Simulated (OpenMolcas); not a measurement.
Os3+: moving or changing the point charges

Os3+ among 6 point charges of -1 e arranged as an octahedron (Oh), 1.86 Å from the ion.
```
   1.8600    0.0000    0.0000  -1.00
   0.0000    1.8600    0.0000  -1.00
  -1.8600    0.0000    0.0000  -1.00
   0.0000   -1.8600    0.0000  -1.00
   0.0000    0.0000    1.8600  -1.00
   0.0000    0.0000   -1.8600  -1.00
```

```json
{"Program": "OpenMolcas 26.06", "Method": "CASSCF", "Basis": "ANO-RCC-VDZP [7s6p4d2f1g]", "Scalar Hamiltonian": "DKH2, point nucleus", "Active space": "5 electrons in 5 orbitals (5d)", "State averaging": "2S+1 = 6 even, 1 root; 2S+1 = 4 even, 24 roots; 2S+1 = 2 even, 75 roots", "Spin-orbit coupling": "RASSI with atomic mean-field integrals over the reference wave functions"}
```

Runs around this geometry, states (labels of O, the rotations of Oh). Energies in cm-1 above the lowest state or level, χT in cm3 K/mol; 10Dq and B are least-squares fits to the states below 45000 cm-1, weighted by degeneracy, with a free offset, and given where the rms deviation is under 5 % of |10Dq| (or 100 cm-1) and under 700 cm-1.

| R (Å) | q (e) | Ground state | 10Dq | B (rms of fit) | First gap with spin-orbit (degeneracies) | χT at 300 K | First state of another spin |
| --- | --- | --- | --- | --- | --- | --- | --- |
| 1.86 | -0.65 | 6A1 | 6484 | 818 (105) | 86.4 (2, 4) | 4.112 | 4T1 20453 |
| 1.75 | -1 | 6A1 | 12799 | 820 (243) | 443.3 (2, 4) | 3.170 | 4T1 14020 |
| 1.86 | -1 | 6A1 | 9926 | 818 (193) | 207.8 (2, 4) | 3.873 | 4T1 17004 |
| 2.03 | -1 | 6A1 | 6875 | 820 (127) | 97.6 (2, 4) | 4.096 | 4T1 20120 |

Taking |10Dq| as R^-n, n = -ln(6875 / 12799) / ln(2.03 / 1.75) = 4.2 between the shortest and longest distance. The point-charge formula for a cubic d site gives n = 5.

Scaling the charges by -0.65 / -1 = 0.65 scales |10Dq| by 6484 / 9926 = 0.65; with fixed orbitals a first-order splitting would follow the charge.

Without dynamic correlation the repulsion within the d shell is too large (B by tens of per cent), so at a given field states of lower spin stand too high. Point charges give a weaker field than real ligands, and real ions of this kind are as a rule low spin; the high spin found here belongs to the model. This field is weak: 10Dq is about 6484 cm-1, while octahedral complexes of 5d ions of charge 3 and more, computed by the same method with explicit ligands, had a median near 35000 cm-1. Ground spin and moment need not be those of a real site (figures for R = 1.86, q = -0.65; the like holds for R = 1.75, q = -1, R = 1.86, q = -1, R = 2.03, q = -1). This shell can be high or low spin here, a state of another spin lies low, and with metal d orbitals alone active their balance is uncertain, so the ground spin may be wrong (holds for R = 1.75, q = -1). This is an electrostatic model: the charges have no orbitals. No measured value stands beside these numbers.
